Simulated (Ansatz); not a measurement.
Job for Ansatz (a first-principles code): R-r2SCAN/def2-TZVPP on H2OZn (SMILES [OH][ZnH]), atoms moved off the minimum.

Ansatz 0.2 input:
```yaml
crystal:
  periodic: [false, false, false]
  atoms:
    - {symbol: Zn, position_ang: [-0.39453586, -0.12322357, -0.02525181]}
    - {symbol: H, position_ang: [-1.78193208, -0.74038033, -0.20117160]}
    - {symbol: O, position_ang: [1.35223484, 0.44023209, 0.11479865]}
    - {symbol: H, position_ang: [1.54048338, 1.31675523, 0.24445130]}
basis:
  gaussian:
    orbitals: def2-TZVPP
hamiltonian:
  xc: {name: r2SCAN}
scf: {lower_state_search: off}
output: {forces: true}
```

What total energy does the run end on?

-1855.8063 hartree.
